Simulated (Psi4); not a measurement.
Psi4 input (wB97X-D/6-311+G**):

```
memory 1500 MB

molecule {
0 1
Na   -0.00000000   -0.00000000   -0.86720303
F     0.00000000    0.00000000    1.05991481
symmetry c1
no_reorient
no_com
}

set {
  basis 6-311+G**
  reference rks
  scf_type pk
  dft_radial_points 99
  dft_spherical_points 590
  e_convergence 1e-8
  d_convergence 1e-7
  maxiter 150
}

e = energy('wb97x-d')
print_out(f'\nFINAL {e:.10f} DIPOLE {variable("CURRENT DIPOLE")[0]:.6f} {variable("CURRENT DIPOLE")[1]:.6f} {variable("CURRENT DIPOLE")[2]:.6f}\n')
```

Problem. Predict the final energy.

Solution. -262.17032 Eh.
